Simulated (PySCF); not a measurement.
This PySCF input asks for the NMR shieldings of `B[C@H](BSC)OC`, C₃H₁₀B₂OS; the geometry comes from GFN2-xTB.

```python
import basis_set_exchange as bse
import numpy as np
from pyscf import gto, dft
from pyscf.prop import nmr

atoms = """
B     0.177439    0.806383    1.785913
C    -0.442189    0.260602    0.450827
B     0.447063    0.967773   -0.678067
S     1.974620    0.357435   -1.286199
C     2.272526   -1.230396   -0.427477
O    -1.838004    0.557103    0.334130
C    -2.426401    0.034104   -0.824071
H     1.225469    0.420741    2.131614
H    -0.395852    1.612252    2.400756
H    -0.322931   -0.836054    0.390531
H     0.092519    1.974923   -1.153109
H     3.223271   -1.606881   -0.789066
H     2.317206   -1.065401    0.643064
H     1.480168   -1.930100   -0.674384
H    -3.483132    0.292795   -0.781029
H    -1.984212    0.457294   -1.735365
H    -2.324560   -1.060542   -0.865186
"""
names = dict.fromkeys(["B", "C", "S", "O", "H"], "pcSseg-1")
basis = {el: gto.basis.parse(bse.get_basis(n, elements=[el], fmt="nwchem")) for el, n in names.items()}
mol = gto.M(atom=atoms, basis=basis, charge=0, verbose=0)
mf = dft.RKS(mol, xc="PBE0")
mf.grids.level = 2
mf.grids.alignment = dft.numint.BLKSIZE   # the property module wants whole blocks of grid points
mf.conv_tol = 1e-9
mf.kernel()

calc = nmr.RKS(mf)   # GIAO
C = mf.mo_coeff
Co = C[:, mf.mo_occ > 0]
resp = mf.gen_response(singlet=True, hermi=2)
def vind(x):   # induced exchange potential for any number of trial vectors
    d = np.einsum("pi,xij,qj->xpq", C, 2 * x.reshape(-1, C.shape[1], Co.shape[1]), Co, optimize=True)
    return np.einsum("xpq,pi,qj->xij", resp(d - d.transpose(0, 2, 1)), C, Co, optimize=True).ravel()
mo1, _ = nmr.rhf.solve_mo1(calc, with_cphf=vind)
sigma = calc.kernel(mo1)
for i, s in enumerate(sigma):   # ppm
    w = np.linalg.eigvalsh((s + s.T) / 2)
    print("%2d %-2s iso %8.1f  s11 %8.1f  s22 %8.1f  s33 %8.1f" % (i, mol.atom_pure_symbol(i), w.mean(), *w))
```

Q: What does it print?

A: 
```
 0 B  iso     17.9  s11    -58.2  s22    -15.8  s33    127.7
 1 C  iso     78.1  s11     37.2  s22     81.1  s33    116.0
 2 B  iso     30.1  s11    -38.3  s22      7.7  s33    121.0
 3 S  iso    378.9  s11     79.3  s22    478.6  s33    578.8
 4 C  iso    167.7  s11    155.3  s22    162.0  s33    185.9
 5 O  iso    293.3  s11    247.0  s22    295.3  s33    337.5
 6 C  iso    123.2  s11     91.7  s22     97.3  s33    180.6
 7 H  iso     24.2  s11     15.6  s22     27.2  s33     29.9
 8 H  iso     24.0  s11     17.0  s22     27.1  s33     27.9
 9 H  iso     26.5  s11     21.3  s22     24.4  s33     33.9
10 H  iso     24.5  s11     20.2  s22     25.8  s33     27.5
11 H  iso     29.3  s11     24.3  s22     27.1  s33     36.5
12 H  iso     29.0  s11     24.4  s22     27.1  s33     35.4
13 H  iso     29.2  s11     24.5  s22     27.8  s33     35.4
14 H  iso     27.7  s11     23.7  s22     25.5  s33     33.9
15 H  iso     28.2  s11     25.0  s22     26.5  s33     33.1
16 H  iso     28.6  s11     25.7  s22     26.0  s33     33.9
```

These numbers come from an equivalent density-fitted implementation of the same equations, which agrees with the script to about 0.01 ppm for H and up to a few tenths of a ppm for heavy atoms, so last digits may differ.

Size and cost of the density-fitted run: 176 basis functions, 16 s wall time on 1 thread of an AMD EPYC 9R45 96-Core, shared host; peak memory 0.81 GiB.
